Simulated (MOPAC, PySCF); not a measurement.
H4InN, SMILES `[InH2][NH2]`, neutral singlet in the gas phase. 

Cartesian coordinates (Å):
```xyz
6

N     -1.0541    -0.0651     0.0264
In     0.9480     0.0585    -0.0247
H     -1.6721     0.7279    -0.0031
H     -1.5675    -0.9278     0.0883
H      1.5756     1.6431    -0.1262
H      1.7700    -1.4365     0.0393
```
Charge 0, multiplicity 1.

All levels are single points at this geometry (CAM-B3LYP-D3(BJ)/def2-TZVP); Pople sets use spherical d functions. Orbital energies aren't observables, and empty levels follow the basis.

CAM-B3LYP-D3(BJ)/def2-TZVP in PySCF gives HOMO (eV) = -8.36.

### Question
Estimate the HOMO (eV) from each of these levels: PBE-D3(BJ)/def2-TZVP in PySCF; B3LYP/6-311+G** (LANL2DZ on In) in PySCF; B3LYP/6-31G* (LANL2DZ on In) in PySCF; M06-2X/6-31G* (LANL2DZ on In) in PySCF; PBE/6-31G* (LANL2DZ on In) in PySCF; HF/6-31G* (LANL2DZ on In) in PySCF; PM3 in MOPAC; PM6 in MOPAC.

### Answer

| level | HOMO (eV) |
|---|---|
| PBE-D3(BJ)/def2-TZVP in PySCF | -5.66 |
| B3LYP/6-311+G** (LANL2DZ on In) in PySCF | -6.65 |
| B3LYP/6-31G* (LANL2DZ on In) in PySCF | -6.37 |
| M06-2X/6-31G* (LANL2DZ on In) in PySCF | -7.96 |
| PBE/6-31G* (LANL2DZ on In) in PySCF | -5.38 |
| HF/6-31G* (LANL2DZ on In) in PySCF | -9.91 |
| PM3 in MOPAC | -10.39 |
| PM6 in MOPAC | -8.87 |
